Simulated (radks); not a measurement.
Task: The mean radii <r> (bohr) of the occupied orbitals of an atom or ion are listed with their occupations. Calculated with a radial shooting solver on a logarithmic mesh with Libxc functionals: Dirac Kohn-Sham, PBE, spin-unpolarised, spherical densities, finite nucleus; Fermi nuclear charge, rms radius of each element as measured or else 0.836 A^(1/3) + 0.57 fm.

| orbital | occ. | <r> |
|---|---|---|
| 1s1/2 | 2 | 0.02905 |
| 2s1/2 | 2 | 0.1251 |
| 2p1/2 | 2 | 0.1058 |
| 2p3/2 | 4 | 0.1112 |
| 3s1/2 | 2 | 0.3391 |
| 3p1/2 | 2 | 0.3299 |
| 3p3/2 | 4 | 0.3411 |
| 3d3/2 | 4 | 0.3125 |
| 3d5/2 | 6 | 0.3161 |
| 4s1/2 | 2 | 0.8187 |
| 4p1/2 | 2 | 0.8657 |
| 4p3/2 | 4 | 0.8954 |
| 4d3/2 | 4 | 1.088 |
| 4d5/2 | 6 | 1.103 |
| 5s1/2 | 2 | 2.310 |
| 5p1/2 | 1 | 2.837 |

Name the element and its charge. Open shells, if any, fill j = l - 1/2 first.

Result: Z = 50, tin, charge +1: Sn+ in [Kr] 4d10 5s2 5p1. The 1s radius gives Z: for a bare nucleus <r> = (2 gamma + 1)/(2Z) with gamma = sqrt(1 - (Z/c)^2), 0.02862 bohr for Z = 50, and screening makes it slightly larger (0.02905 here). The occupations add up to 49, and the charge is Z minus that.
